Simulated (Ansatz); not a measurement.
Abridged output of a molecular run in Ansatz:

```
Functional definition: HF
1545 factors; integrals over basis functions are off by at most 1.1e-3 eV
mean field evaluation 1: about -51215.3408 eV, gradient 3.5e1 eV
mean field evaluation 2: about -51215.6065 eV, gradient 3.5e1 eV
mean field evaluation 4: about -51219.0513 eV, gradient 6.1e0 eV
mean field evaluation 8: about -51219.1194 eV, gradient 4.3e-1 eV
mean field -51219.11995908 eV, -1882.2679409299 hartree, gradient 1.5e-6 eV, S^2 0.000000; 0 other end points of the search recorded, 0 dependent functions left out
12 core orbitals not correlated: weight in the atoms' cores, before any rotation towards them, 1.000 or more for the frozen orbitals, at most 0.000 for the correlated occupied ones
reference -51219.11995908 eV, -1882.2679409299 hartree; 15, 15 occupied and 228, 228 virtual orbitals, 1545 factors
second order -26.46611021 eV of doubles, -0.00000000 eV of singles
cycle   1  -25.39730627 eV  change     1.1e0 eV  update   1.3e-1
cycle   2  -26.15550689 eV  change   -7.6e-1 eV  update   5.3e-2
cycle   3  -26.35266733 eV  change   -2.0e-1 eV  update   2.2e-2
cycle   4  -26.32708982 eV  change    2.6e-2 eV  update   6.2e-3
cycle   5  -26.32156991 eV  change    5.5e-3 eV  update   2.5e-3
cycle   6  -26.32333294 eV  change   -1.8e-3 eV  update   8.8e-4
cycle   7  -26.32309275 eV  change    2.4e-4 eV  update   3.2e-4
cycle   8  -26.32276091 eV  change    3.3e-4 eV  update   1.0e-4
cycle   9  -26.32281038 eV  change   -4.9e-5 eV  update   3.8e-5
cycle  10  -26.32285726 eV  change   -4.7e-5 eV  update   1.5e-5
cycle  11  -26.32282535 eV  change    3.2e-5 eV  update   7.3e-6
perturbative correction -0.91290829 eV, -0.0335487609 hartree
Total energy: -51246.35569272 eV, -1883.2688356800 hartree
```

Its atoms:

```xyz
11

B     0.789   -1.316   -2.616
Zn    0.211   -0.736   -0.706
C    -0.337   -0.185    1.099
C    -0.396    1.324    1.335
H     0.205   -0.970   -3.607
H     1.735   -2.025   -2.823
H    -1.318   -0.632    1.304
H     0.348   -0.649    1.819
H     0.576    1.801    1.180
H    -1.101    1.817    0.660
H    -0.710    1.570    2.356
```

Q: Which basis set was used?
A. def2-QZVPP
B. def2-SVPD
C. def2-TZVPPD
D. def2-TZVPP

A: D. It gives 255 functions.

Q: Write the keys of the input that set method, charge and spin (a neutral closed shell needs none for the last two).

A: 
```yaml
correlation: {method: ccsd_t, frozen_orbitals: {B: 1, C: 1, H: 0, Zn: 9}}
```
